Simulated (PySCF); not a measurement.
## Radial density of Ta⁶⁷⁺ (tantalum, charge +67)

UHF, [He] 2s2 2p2, high-spin 3P determinant. All numbers are calculated (PySCF 2.14, scalar relativity by spin-free X2C-1e, in an uncontracted even-tempered set (18 s from 46 bohr⁻², ratio 2.2; 13 p from 59 bohr⁻², ratio 2.2; 5 d from 220 bohr⁻², ratio 2.4; 5 f from 330 bohr⁻², ratio 2.4; 4 g from 490 bohr⁻², ratio 2.4)).

```
r (bohr)  4πr²ρ (e/bohr)  4πr²(ρα − ρβ)
  0.0149           88.01         4.0293
  0.0250           54.63        12.9195
  0.0421           49.32        26.1119
  0.0708           52.09        23.6872
   0.119           13.51         5.4790
   0.200          0.3013         0.1249
   0.337       0.0001581         0.0001
```

Densities and radii are taken from the X2C orbitals without a picture-change correction, which distorts them close to the nucleus.

Spin-orbit coupling is strong in this species (close to jj coupling), so the high-spin LS determinant is a model state, not a physical level.
